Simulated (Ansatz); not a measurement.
Ansatz (a first-principles code) input:

Ansatz 0.2 input:
```yaml
crystal:
  periodic: [false, false, false]
  atoms:
    - {symbol: Br, position_ang: [-0.00000000, -0.00000000, -0.03957855]}
    - {symbol: H, position_ang: [0.00000000, 0.00000000, 1.38524928]}
basis:
  gaussian:
    orbitals: def2-TZVP
hamiltonian:
  xc: b3lyp
  dispersion: d3bj
phonons: {temperatures: {t_min: 298.15, t_max: 298.15, t_step: 100}}
```

What final total energy does it print?

-2574.78954 Eh (B3LYP-D3(BJ)/def2-TZVP). The basis has 54 functions.
